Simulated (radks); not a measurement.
Numerical settings for the copper ion Cu10+, [Ar] 3d1. All-electron calculation, scalar-relativistic Kohn-Sham, PBE, spin-unpolarised, spherical densities, finite nucleus; Fermi nuclear charge, rms radius 3.8823 fm. Program: a radial shooting solver on a logarithmic mesh with Libxc functionals. The defaults (mesh step 0.008 in ln r, mesh end at 40 bohr or more with all orbitals vanishing there, Anderson mixing 0.5 over 9 steps, residual threshold near 1e-9 with the energy settled to 1e-9 hartree or 1e-11 of itself, here a cap of 79 iterations) give E = -1616.3224 hartree and 3d at -247.18 eV in 15 iterations. Run on one thread of a shared host, so times are rough (Arm Neoverse N1): 0.1 s of CPU time, 0.1 s wall, 15 iterations on 2189 mesh points. Changes against that run (0 stands for a change within the tolerance of the run):

| setting | iterations | converged | E (mhartree) | e(3d) (meV) | CPU (s) |
|---|---|---|---|---|---|
| mesh step in ln r 0.02 | 14 | yes | 0 | 0 | 0.05 |
| mesh step in ln r 0.12 | 2 | no | diverged | - | 0.01 |
| mesh step in ln r 0.2 | 79 | no | diverged | - | 0.23 |
| mesh end (bohr) 2 | 15 | yes | +22.8 | +405 | 0.09 |
| mesh end (bohr) 8 | 15 | yes | 0 | 0 | 0.09 |
| residual threshold 0.001 | 9 | yes | 0 | +0.225 | 0.07 |
| residual threshold 0.01 | 9 | yes | 0 | +0.225 | 0.07 |
| mixing 2.5 | 22 | yes | 0 | 0 | 0.13 |
| linear mixing, mixing 0.8 | 79 | no | 0 | 0 | 0.26 |
| linear mixing, mixing 0.05 | 79 | no | -0.256 | -1.29e+03 | 0.44 |
| mixing history 20 | 17 | yes | 0 | 0 | 0.11 |
| iteration cap 5 | 5 | no | -0.00926 | -81 | 0.04 |

Settings that end as converged yet miss the energy by more than 1 mhartree: mesh end (bohr) 2 (+0.0228 hartree). A mesh that ends early acts as a hard wall.
